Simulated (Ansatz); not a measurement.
Calculated with Ansatz (gas phase, PBE0-D4/def2-TZVP geometries, no zero-point term in ΔE). CBS: MP2 limit from def2 TZ/QZ plus the TZ coupled-cluster correction, frozen cores. Functionals use def2-TZVPP. def2 core potentials past Kr. For Br, In outer-core shells are correlated without core-valence functions, which leaves a few kJ/mol of doubt a bond. Scalar relativity is left out up to krypton. One conformer a species, not always the lowest.

`[CH3][In]([NH2])[O][SiH3]` + HBr → `[CH3][In]([NH2])[Br]` + silanol  (ligand exchange at the In–O bond)

`[CH3][In]([NH2])[O][SiH3]`:

```xyz
13

C     1.996   -0.834   -1.689
In    0.189   -0.259   -0.739
N    -1.769   -0.258   -1.180
O     0.389    0.278    1.181
Si   -0.579    0.803    2.365
H     2.493   -1.578   -1.067
H     2.645    0.038   -1.774
H     1.810   -1.246   -2.679
H    -2.372    0.280   -0.575
H    -2.076   -0.178   -2.137
H    -0.029    2.037    2.998
H    -1.950    1.141    1.862
H    -0.746   -0.224    3.434
```

HBr:

Z-matrix (Å, degrees):
```
Br
H 1 1.420
```

`[CH3][In]([NH2])[Br]`:

Z-matrix (Å, degrees):
```
C
In 1 2.128
H 1 1.090 2 108.8
H 1 1.090 2 108.9 3 118.4
H 1 1.089 2 111.0 3 -120.8
N 2 2.004 1 132.2 3 119.0
Br 2 2.493 1 118.3 3 -54.7
H 6 1.008 2 120.7 1 27.2
H 6 1.009 2 117.7 1 167.7
```

`O[SiH3]`:

Z-matrix (Å, degrees):
```
Si
O 1 1.648
H 1 1.489 2 111.7
H 1 1.489 2 111.7 3 120.9
H 1 1.481 2 105.9 3 -119.6
H 2 0.957 1 117.9 3 -60.5
```

```
  level  ΔE (eV)
   BLYP    -0.92
r2SCANh    -0.99
```

(1) What does CCSD(T)/CBS give? (Estimate.)

Largest T1 diagnostic among the species: 0.014.

Answers

(1) The calculation gave: -0.90 eV. The listed levels differ from it by -0.02, -0.09 eV.

The D4 term adds +0.05 eV with B3LYP and +0.03 eV with PBE0; it sums over pairs of atoms, weighted by their polarisabilities, and B3LYP, whose exchange is more repulsive, gets the larger term. In def2-TZVPP, CCSD(T) changes the Hartree–Fock value by +0.24 eV (the triples alone add +0.03 eV) and MP2 by +0.21 eV.

B3LYP here is the variant with VWN-RPA as its local correlation; programs differ in this.
